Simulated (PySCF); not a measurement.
## Calcium: a sound run and one with changed settings

Sound run: Ca [Ar] 4s2, Ca⁺ [Ar] 4s1. Calculation: PySCF 2.14, in aug-cc-pVDZ-X2C (6s5p3d, 36 functions); scalar relativity by spin-free X2C-1e. In the sound run the correlated levels freeze [Ar]. The sound run starts from symmetry-adapted Hartree-Fock orbitals and uses a fine grid where one is needed.

Changed run: no relativity, point nucleus. This setting is unsound on purpose.

```tsv
species	method	sound run (hartree)	changed run (hartree)	converged
Ca	UHF	-679.62922	-676.04185	yes
Ca	TPSS	-680.46433	-676.87704	yes
Ca	M06-2X	-680.47443	-676.88684	yes
Ca	MP2	-679.64677	-676.05941	yes
Ca	CCSD(T)	-679.65715	-676.06986	yes
Ca⁺	UHF	-679.44009	-675.85385	yes
Ca⁺	TPSS	-680.24289	-676.65687	yes
Ca⁺	M06-2X	-680.24255	-676.65638	yes
```

Ionisation energy of Ca:

```tsv
method	sound run (eV)	changed run (eV)
UHF	5.147	5.116
TPSS	6.026	5.991
M06-2X	6.310	6.271
MP2	5.624	5.594
SCS-MP2	5.720	5.689
CCSD	5.907	5.878
CCSD(T)	5.907	5.878
CCSDT	5.907	5.878
FCI	5.907	5.878
```

Most of the change in total energy is the relativistic energy itself. On top of that the contraction fixes the core shape for the Hamiltonian it was made with, so the changed run is not a good calculation with the other Hamiltonian either.

For comparison, NIST gives 6.113 eV between the lowest levels.
